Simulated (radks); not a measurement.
Question: All-electron atom: Mo3+ in [Kr] 4d3. Method: scalar-relativistic Kohn-Sham, BP86, spin-polarised, spherical densities, finite nucleus; open shells are filled with parallel spins first (spin-orbit coupling, left out, can overturn this in heavy ions); Fermi nuclear charge, rms radius 4.4091 fm; computed with a radial shooting solver on a logarithmic mesh with Libxc functionals. Some entries of the table are withheld. Estimate them.

orbital,occ.,eigenvalue (Ry),<r^2> (bohr^2),<1/r> (bohr^-1)
1s down,1,-1459.616,0.001668,43.55
1s up,1,-1459.615,0.001668,43.55
2s up,1,-208.2399,0.02785,9.805
2s down,1,-208.2113,0.02785,9.806
2p up,3,-186.4208,0.02192,9.533
2p down,3,-186.3995,0.02192,9.534
3s up,1,-37.44057,0.2107,3.366
3s down,1,-37.42534,0.2107,3.366
3p up,3,-30.29273,0.2158,3.202
3p down,3,-30.27559,0.2157,3.201
3d up,5,-18.66686,0.2074,2.969
3d down,5,-18.64030,0.2071,2.969
4s up,1,-7.14599,1.366,1.239
4s down,1,-6.99417,1.353,1.247
4p up,3,-5.22000,1.682,(1)
4p down,3,-5.05337,1.667,(2)
4d up,3,-2.49690,2.990,0.8196
4d down,0,-2.31711,3.056,0.8181
5s up,0,-1.99654,7.850,0.4943
5s down,0,-1.88210,8.331,0.4767
5p up,0,-1.53102,10.62,0.4251

Answer: 
(1) 4p up <1/r> (bohr^-1): 1.104
(2) 4p down <1/r> (bohr^-1): 1.112
